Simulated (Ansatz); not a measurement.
C5H6F4O4Ti, SMILES `CC1=CC(C(F)(F)F)=[O+][Ti-]([OH])([OH])([F])[O]1`. Charge 0, multiplicity 1. Geometry: relaxed with PBE0-D4/def2-TZVP. It is one conformer, not always the lowest.

```xyz
20

C     2.264   -1.255   -1.374
C     1.096   -0.595   -0.718
C     1.238    0.014    0.545
C     0.157    0.620    1.134
C     0.305    1.272    2.512
F     1.542    1.163    2.996
F    -0.528    0.701    3.381
F     0.004    2.568    2.441
O    -1.017    0.723    0.667
Ti   -1.902    0.131   -1.046
O    -2.488   -1.537   -1.364
O    -3.370    0.849   -0.331
F    -1.674    1.077   -2.519
O     0.007   -0.613   -1.338
H     3.170   -1.186   -0.774
H     2.025   -2.305   -1.556
H     2.431   -0.790   -2.348
H     2.191    0.003    1.050
H    -1.940   -2.161   -1.848
H    -3.511    1.319    0.492
```

(1) What is the dipole moment at PBE/def2-TZVPP? (Estimate.)

(2) And with r2SCAN, B3LYP, ωB97M-V? (Best estimate.)

(3) Give the Mulliken charges with PBE, r2SCAN, B3LYP in def2-TZVPP. (Estimate.)

## Answers

(1) Ansatz gave: 4.60 D, with components (4.11, -2.01, 0.43) D in this frame, pointing from negative to positive charge.

(2) The calculation gave: r2SCAN 4.80 D, B3LYP 4.96 D, ωB97M-V 4.96 D.

(3) Computed: 
```
atom    PBE  r2SCAN  B3LYP
  C1  -0.23   -0.13  -0.23
  C2   0.32    0.42   0.36
  C3  -0.29   -0.33  -0.31
  C4   0.23    0.33   0.26
  C5   0.39    0.50   0.52
  F6  -0.13   -0.17  -0.17
  F7  -0.12   -0.16  -0.16
  F8  -0.12   -0.16  -0.16
  O9  -0.29   -0.39  -0.36
Ti10   0.73    0.92   0.94
 O11  -0.37   -0.42  -0.42
 O12  -0.36   -0.41  -0.41
 F13  -0.33   -0.37  -0.38
 O14  -0.25   -0.34  -0.31
 H15   0.09    0.05   0.09
 H16   0.11    0.07   0.11
 H17   0.12    0.09   0.12
 H18   0.11    0.10   0.13
 H19   0.19    0.20   0.19
 H20   0.19    0.21   0.19
```

B3LYP here is the variant with VWN-RPA as its local correlation; programs differ in this.
